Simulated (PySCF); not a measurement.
AlBr$_{3}$ (SMILES [Br][Al]([Br])[Br]), singlet, geometry from GFN2-xTB (such geometries of metal compounds can be far from the true shape). Base run: R2SCAN/STO-3G (PySCF).

Geometry (Å):
```xyz
4

Al     0.0000     0.0000     0.0000
Br    -1.7991    -1.3389    -0.1045
Br    -0.0155     1.9849    -1.0490
Br     1.8145    -0.6460     1.1535
```
All else is at PySCF's defaults.
Base energy -7877.98014 Eh.

Variants of this job, named by their change:

```
change                                ΔE vs base (mEh)  grid points  electrons on the grid        outcome
------------------------------------  ----------------  -----------  ---------------------  -------------
base                                             0.000        80456              117.99998      converged
grids.level = 5                                 -0.487       177256              118.00000      converged
grids.atom_grid = (150, 974)                    -0.728       285232              118.00000      converged
grids.level = 4                                 -0.656       119248              118.00000      converged
grids.radi_method = delley                      -0.487        81416              117.99998      converged
grids.radi_method = gauss_chebyshev             -2.715        79760              117.99998      converged
grids.radi_method = mura_knowles                -1.124        74648              117.99998      converged
grids.prune = dft.gen_grid.sg1_prune                 -            -                      -  input refused
grids.atom_grid = (30, 110)                    -50.360         9768              118.00109      converged
grids.becke_scheme = stratmann                  -0.050        80456              118.00000      converged
grids.level = 0                                 -131.3         8968              118.00373      converged
```

- grids.prune = dft.gen_grid.sg1_prune: ended with `IndexError: index 35 is out of bounds for axis 0 with size 19`
